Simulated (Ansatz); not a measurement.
Two structures of C₂H₇Ga, closed shell, reached by relaxing down either side of one saddle point (PBE0-D4/def2-TZVP). Energies are electronic, without zero-point energy. Ansatz 0.2.0; basis: def2-TZVPP and def2-QZVPP; cores frozen in the correlated methods. Filled d shells of the heavier atoms are correlated. The def2 sets are not built for correlating such inner shells, so the correlated values are less sure here. Extrapolation: Hartree–Fock as exp(−7.88 √X), correlation as X^−2.97. First:

Ga1  (-0.663, 0.310, -0.106)
C2  (0.874, 1.409, 0.457)
C3  (-0.460, -1.629, -0.393)
H4  (0.254, -1.810, -1.203)
H5  (-2.061, 1.012, -0.324)
H6  (1.793, 0.830, 0.553)
H7  (1.044, 2.217, -0.260)
H8  (0.661, 1.885, 1.419)
H9  (-0.044, -2.101, 0.502)
H10  (-1.398, -2.124, -0.645)
(Å)

Second:

```xyz
10
angstrom
Ga -1.4474 -0.1733 -0.3694
C 1.1889 1.1220 0.2229
C -0.9615 -1.8626 -0.1025
H 1.0389 0.5634 -0.7055
H -1.9652 1.2431 -0.6340
H 2.2321 1.0053 0.5151
H 0.9611 2.1744 0.0634
H 0.5702 0.7253 1.0332
H 0.0477 -2.1192 0.1948
H -1.6648 -2.6784 -0.2180
```

(1) Which bonds change from the first to the second?

(2) Give the saddle point's structure and its height above each. (Judge from chemistry; the value comes from the calculation.)

The T1 diagnostic stays at or below 0.016. The restricted Hartree–Fock reference is unstable towards an unrestricted one at one or more of these structures. The start structure is not quite a true minimum (one mode of 26i cm⁻¹).

Answers

(1) C₂H₇Ga ([CH3][GaH][CH3]) → CH₃Ga ([CH2][GaH]) + CH₄; bonds formed: C2–H4; bonds broken: Ga1–C2, C3–H4.

(2) Computed: 338.5 kJ/mol above the first and 131.1 kJ/mol above the second (CCSD(T) at an estimated basis limit (MP2 extrapolated from triple and quadruple zeta, plus CCSD(T) − MP2 in triple zeta)).
```
10
angstrom
Ga -1.2454 0.1953 -0.0585
C 0.8655 0.9186 0.2843
C -0.5356 -1.5147 -0.2444
H 0.4519 -0.2906 -0.3041
H -2.0665 1.3812 -0.6360
H 1.8675 0.5326 0.0673
H 0.7669 1.8472 -0.2824
H 0.8403 1.1286 1.3554
H 0.0579 -1.8617 0.6031
H -1.0025 -2.3364 -0.7847
```

Labels in which every atom is bracketed show which atoms are joined, not bond orders.

For scale, one of the runs: CCSD(T)/def2-TZVPP, 208 basis functions, launched by `ansatz run in.yaml --threads 4 --pin off --events-out ev --progress --plain --max-ram 9574MiB`. The run took 66 s on 4 CPU threads of an Arm Neoverse V2 (shared host), with 2.8 GiB of host memory at its peak.
